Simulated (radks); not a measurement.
Problem. The calcium ion Ca2+, [Ar]. Calculated with a radial shooting solver on a logarithmic mesh with Libxc functionals: non-relativistic Kohn-Sham, PBE, spin-polarised, spherical densities, point nucleus. Every spin shell is full or empty, so the densities are truly spherical. Functionals are evaluated on that one density, not self-consistently. Rank these orbital-free kinetic functionals by their error against the exact value of the orbitals, and give that value: Thomas-Fermi, von Weizsacker, TF + vW, TF + vW/9, LC94, APBEK, revAPBEK, Perdew 92, Thakkar, Pearson, LKT, PG1, DePristo-Kress, Ernzerhof.

Solution. Exact: 676.033 hartree. From best to worst, with 100 (|E| - |E exact|)/|E exact| (equal figures are ties): DePristo-Kress +0.04, Ernzerhof -0.09, LC94 +0.10, Thakkar -0.19, APBEK +0.21, revAPBEK +0.53, Perdew 92 -0.62, TF + vW/9 -0.63, Pearson -1.40, Thomas-Fermi -6.93, PG1 +22.52, LKT +28.01, von Weizsacker -43.26, TF + vW +49.81.
